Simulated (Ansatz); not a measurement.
`Cl[SiH]1CO1`, relaxed with RKS PBE-D4/def2-SVP in the Gaussian-basis code of Ansatz from a rough embedded geometry. The force threshold is 0.03 eV/Å; the program also tests the step.

Total charge 0; spin multiplicity 1.

Start:

```xyz
7

Cl    0.545    2.059   -1.282
Si    0.370    0.710    0.291
C    -0.128   -1.012   -0.124
O    -1.168    0.035    0.021
H     0.404    1.289    1.645
H     0.021   -1.336   -1.158
H    -0.045   -1.745    0.606
```

```tsv
step	energy (eV)	largest force (eV/Å)	largest move (Å)
1	-23511.9388	2.144	0.000
2	-23512.2485	0.973	0.191
3	-23512.2829	0.499	0.035
4	-23512.2968	0.167	0.031
5	-23512.2979	0.078	0.006
6	-23512.2982	0.017	0.004
```

End:

```xyz
7

Cl    0.681    2.127   -1.225
Si    0.192    0.768    0.248
C    -0.093   -0.993   -0.133
O    -1.260   -0.083    0.070
H     0.495    1.344    1.587
H     0.003   -1.364   -1.173
H    -0.019   -1.798    0.626
```

Hardware: 2 threads of an Arm Neoverse V1 on a shared host. Wall time 9.5 s, peak host memory 0.14 GiB.
